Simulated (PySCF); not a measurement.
C₅H₁₅BGe, singlet, at a GFN2-xTB geometry; PySCF with CASCI(4,6)+NEVPT2/STO-3G.

Input for PySCF:
```python
from pyscf import gto, scf, mcscf, mrpt
import numpy

mol = gto.Mole()
mol.atom = '''
    Ge   -0.47593844   -0.07328892   -0.02417590
    C    -1.30886638   -0.60634212    1.70906297
    C    -1.51989594    1.49605063   -0.67925154
    C    -0.90398923   -1.55735117   -1.29067777
    B     1.54579142    0.26657997    0.10088895
    C     2.38955954   -0.50510008    1.17250942
    C     2.21481161    1.29073021   -0.87895005
    H    -0.84882557   -1.50863768    2.10143294
    H    -2.37045268   -0.79887401    1.58464871
    H    -1.19592091    0.17713985    2.45299026
    H    -2.57853001    1.26043422   -0.73595495
    H    -1.19067140    1.79646050   -1.66986557
    H    -1.40226860    2.34754030   -0.01487732
    H    -0.42669875   -2.48210184   -0.98025290
    H    -1.97537373   -1.72847644   -1.33364671
    H    -0.55943808   -1.32233611   -2.29338634
    H     2.16271757   -0.08247902    2.15338336
    H     2.10836408   -1.55592072    1.23898457
    H     3.46817588   -0.44788856    1.03971800
    H     1.68702776    2.24456609   -0.87348487
    H     2.12373926    0.91875751   -1.90103097
    H     3.26951039    1.48623633   -0.69563208
'''
mol.basis = 'sto-3g'
mol.verbose = 4
mol.build()

mf = scf.RHF(mol)
mf.kernel()
mc = mcscf.CASCI(mf, 6, 4)
mc.fix_spin_(ss=0.0)
mc.kernel()
occ = numpy.linalg.eigvalsh(mc.fcisolver.make_rdm1(mc.ci, mc.ncas, mc.nelecas))[::-1]
ss = mc.fcisolver.spin_square(mc.ci, mc.ncas, mc.nelecas)[0]
print('natural occupations', occ.round(4), ' <S^2>', round(ss, 4))
e2 = mrpt.NEVPT(mc).kernel()
print('E(NEVPT2) = %.10f' % (mc.e_tot + e2))
```

It wrote (shortened):

```
PySCF version 2.14.0

[INPUT] verbose = 4
[INPUT] num. atoms = 22
[INPUT] num. electrons = 82
[INPUT] charge = 0
[INPUT] spin (= nelec alpha-beta = 2S) = 0
[INPUT] symmetry False subgroup None
[INPUT] Mole.unit = angstrom
[INPUT] Symbol           X                Y                Z      unit          X                Y                Z       unit  Magmom
[...]
nuclear repulsion = 552.506680490228
number of shells = 41
number of NR pGTOs = 189
number of NR cGTOs = 63
basis = sto-3g
ecp = {}

******** <class 'pyscf.scf.hf.RHF'> ********
method = RHF
initial guess = minao
damping factor = 0
level_shift factor = 0
DIIS = <class 'pyscf.scf.diis.CDIIS'>
diis_start_cycle = 1
diis_space = 8
diis_damp = 0
SCF conv_tol = 1e-09
SCF conv_tol_grad = None
SCF max_cycles = 50
direct_scf = True
direct_scf_tol = 1e-13
Set gradient conv threshold to 3.16228e-05
Initial guess from minao.
init E= -2269.80459202429
[...]
cycle= 1 E= -2271.82773999203  delta_E= -2.02  |g|= 0.565  |ddm|= 5.17
[...]
cycle= 2 E= -2271.96834089944  delta_E= -0.141  |g|= 0.0832  |ddm|=  1.1
[...]
cycle= 3 E= -2271.9718374584  delta_E= -0.0035  |g|= 0.0198  |ddm|= 0.16
[...]
cycle= 4 E= -2271.97207613101  delta_E= -0.000239  |g|= 0.00207  |ddm|= 0.0512
[...]
cycle= 5 E= -2271.9720789407  delta_E= -2.81e-06  |g|= 0.000529  |ddm|= 0.00407
[...]
cycle= 6 E= -2271.97207916228  delta_E= -2.22e-07  |g|= 0.000109  |ddm|= 0.00139
[...]
cycle= 7 E= -2271.97207917051  delta_E= -8.23e-09  |g|= 2.49e-05  |ddm|= 0.000251
[...]
cycle= 8 E= -2271.9720791711  delta_E= -5.86e-10  |g|= 7.81e-06  |ddm|= 6.55e-05
[...]
Extra cycle  E= -2271.97207917116  delta_E= -6e-11  |g|= 4.02e-06  |ddm|= 1.51e-05
converged SCF energy = -2271.97207917116

******** <class 'pyscf.mcscf.casci.CASCI'> ********
CAS (2e+2e, 6o), ncore = 39, nvir = 18
natorb = False
canonicalization = True
sorting_mo_energy = False
******** <class 'pyscf.fci.addons.SpinPenaltyFCISolver'> ********
max. cycles = 200
conv_tol = 1e-08
davidson only = True
linear dependence = 1e-12
level shift = 0.001
max iter space = 12
nroots = 1
pspace_size = 400
spin = None
Density matrix diagonal elements [1.99299412e+00 1.99395104e+00 1.93354448e-03 5.24217025e-03
 4.96827577e-03 9.10852308e-04]
CASCI converged
CASCI E = -2271.97913972417  E(CI) = -2.90601763308405  S^2 = 0.0000000
natural occupations [1.994e+00 1.993e+00 5.500e-03 5.200e-03 2.100e-03 3.000e-04]  <S^2> 0.0

******** <class 'pyscf.mrpt.nevpt2.NEVPT'> ********
NEVPT2 (2e+2e, 6o), ncore = 39, nvir = 18
root = 0
Natural occ [1.99396622e+00 1.99299443e+00 5.50281296e-03 5.15696285e-03
 2.10175497e-03 2.77821305e-04]
Natural orbital (expansion on meta-Lowdin AOs) in CAS space
               #1        #2        #3        #4        #5
0 Ge 1s         -0.00010   0.00001  -0.00043  -0.00022   0.00024
0 Ge 2s          0.00048  -0.00003   0.00431   0.00220  -0.00242
0 Ge 3s          0.00028  -0.00002  -0.00360  -0.00183   0.00203
0 Ge 4s          0.08426  -0.00559   0.47894   0.24391  -0.26664
0 Ge 2px         0.00072  -0.00010   0.00011   0.00017  -0.00023
0 Ge 2py         0.00018   0.00046   0.00088  -0.00061   0.00057
0 Ge 2pz         0.00003  -0.00052  -0.00010   0.00114   0.00052
0 Ge 3px        -0.01222   0.00168  -0.00204  -0.00272   0.00375
0 Ge 3py        -0.00304  -0.00793  -0.01345   0.00930  -0.00865
0 Ge 3pz        -0.00050   0.00895   0.00153  -0.01743  -0.00782
0 Ge 4px         0.53973  -0.07343   0.03381   0.07233  -0.11176
0 Ge 4py         0.13495   0.34586   0.44235  -0.30612   0.31066
0 Ge 4pz         0.02282  -0.39070  -0.04769   0.57546   0.28085
0 Ge 3dxy       -0.02065   0.06930  -0.03222   0.03817  -0.03910
0 Ge 3dyz       -0.00025   0.00549  -0.03356  -0.01471  -0.05618
0 Ge 3dz^2       0.04850   0.06910  -0.03419   0.03758   0.00576
0 Ge 3dxz       -0.01375  -0.06675   0.01170  -0.05018  -0.03096
0 Ge 3dx2-y2    -0.07032   0.03326   0.02237   0.03287   0.01114
1 C 1s           0.00029   0.00038   0.00151   0.00455  -0.00010
[...]
5 C 2s          -0.05544   0.03725   0.06476  -0.08542  -0.00736
5 C 2px          0.17659  -0.07296   0.02942   0.04611  -0.02106
5 C 2py         -0.04031   0.05412   0.06058  -0.03830  -0.05200
5 C 2pz          0.10394  -0.09301  -0.10264   0.06942  -0.00441
6 C 1s           0.00088   0.00032   0.00017  -0.00157   0.00024
6 C 2s          -0.05963  -0.02911  -0.02967   0.10036  -0.00839
6 C 2px          0.16927   0.03659   0.05657   0.01937  -0.01689
6 C 2py          0.10991   0.06526  -0.01398  -0.09980  -0.00689
6 C 2pz         -0.09142  -0.07100  -0.01766   0.10031  -0.04712
7 H 1s           0.00524   0.15643   0.07640  -0.03002   0.05000
8 H 1s           0.12289   0.05074   0.02744   0.09168   0.00918
9 H 1s          -0.00557   0.06786  -0.05801   0.03136  -0.06389
10 H 1s          0.11435  -0.06726   0.09101  -0.03207   0.00734
11 H 1s         -0.01494  -0.15552   0.02165   0.07897   0.05067
12 H 1s         -0.01561  -0.07240  -0.00945  -0.06393  -0.06333
13 H 1s          0.00126   0.08808   0.05962  -0.09760  -0.00729
14 H 1s          0.12287  -0.00600   0.00843   0.00333  -0.07373
15 H 1s         -0.00929  -0.08369  -0.04459   0.10628  -0.00854
16 H 1s         -0.00121  -0.02190   0.01148  -0.01072  -0.11074
17 H 1s         -0.05585  -0.01591   0.08012   0.02181   0.03500
18 H 1s          0.16019  -0.03465  -0.12063   0.02515   0.07231
19 H 1s         -0.04193   0.02288   0.03422   0.04237  -0.10593
20 H 1s         -0.01398   0.02258   0.03537   0.03599   0.07835
21 H 1s          0.16637   0.01204  -0.05760  -0.11958   0.03224
               #6
0 Ge 1s          0.00011
0 Ge 2s         -0.00114
0 Ge 3s          0.00095
0 Ge 4s         -0.12463
0 Ge 2px        -0.00017
0 Ge 2py         0.00080
0 Ge 2pz         0.00074
0 Ge 3px         0.00273
0 Ge 3py        -0.01225
0 Ge 3pz        -0.01136
0 Ge 4px        -0.07603
0 Ge 4py         0.37031
0 Ge 4pz         0.34152
0 Ge 3dxy       -0.00500
0 Ge 3dyz       -0.03873
0 Ge 3dz^2       0.00424
0 Ge 3dxz       -0.00126
0 Ge 3dx2-y2     0.00412
1 C 1s           0.00063
1 C 2s          -0.04105
1 C 2px         -0.02157
1 C 2py          0.05627
1 C 2pz          0.07064
2 C 1s           0.00062
2 C 2s          -0.04021
2 C 2px         -0.02260
2 C 2py          0.07147
2 C 2pz          0.05543
3 C 1s          -0.00331
3 C 2s           0.20361
3 C 2px          0.03832
3 C 2py          0.21336
3 C 2pz          0.18570
4 B 1s          -0.00123
4 B 2s           0.04880
4 B 2px          0.04603
4 B 2py         -0.48605
4 B 2pz         -0.44066
5 C 1s           0.00006
5 C 2s          -0.00009
5 C 2px         -0.00006
5 C 2py         -0.07142
5 C 2pz         -0.02769
6 C 1s           0.00006
6 C 2s          -0.00194
6 C 2px          0.00720
6 C 2py         -0.05213
6 C 2pz         -0.05204
7 H 1s           0.07850
8 H 1s           0.02337
9 H 1s          -0.10128
10 H 1s          0.02270
11 H 1s          0.08380
12 H 1s         -0.10249
13 H 1s         -0.00348
14 H 1s         -0.04745
15 H 1s         -0.00095
16 H 1s          0.16406
17 H 1s         -0.14327
18 H 1s         -0.02083
19 H 1s          0.13407
20 H 1s         -0.17041
21 H 1s          0.03275
<CAS-nat-orb|mo-hf>  40     41       0.99764874
<CAS-nat-orb|mo-hf>  41     40       0.99765018
<CAS-nat-orb|mo-hf>  42     43      -0.48246080
<CAS-nat-orb|mo-hf>  42     44       0.81422640
<CAS-nat-orb|mo-hf>  43     43       0.87588803
<CAS-nat-orb|mo-hf>  43     44       0.44561470
<CAS-nat-orb|mo-hf>  44     42       0.81469274
<CAS-nat-orb|mo-hf>  44     45       0.44795993
<CAS-nat-orb|mo-hf>  45     42      -0.49969064
<CAS-nat-orb|mo-hf>  45     45       0.86452810
Sr    (-1)',   E = -0.00398858922332
Si    (+1)',   E = -0.00902516618323
Sijrs (0)  ,   E = -0.21259834486527
Sijr  (+1) ,   E = -0.04104221797254
Srsi  (-1) ,   E = -0.02277838076573
Srs   (-2) ,   E = -0.00234423720010
Sij   (+2) ,   E = -0.01313480642517
Sir   (0)' ,   E = -0.02375932189160
Nevpt2 Energy = -0.328671064526950
E(NEVPT2) = -2272.3078107887
```
